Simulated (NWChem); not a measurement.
Molecule: InClF$_{2}$; SMILES [F][In]([Cl])[F]

Results from NWChem. Medium grid unless said otherwise, to which SCAN and Minnesota functionals are sensitive. Structure relaxed at the PBE0/def2-SVP level. def2 effective core potentials on In; no spin-orbit coupling.

Problem. Order these by “dipole (D)”, lowest first: B3PW91/def2-SVP; B3LYP/def2-SVP; PBE/def2-SVP; Hartree-Fock/def2-SVP.

Solution. PBE/def2-SVP (0.82), B3PW91/def2-SVP (0.91), B3LYP/def2-SVP (0.99), Hartree-Fock/def2-SVP (1.11)
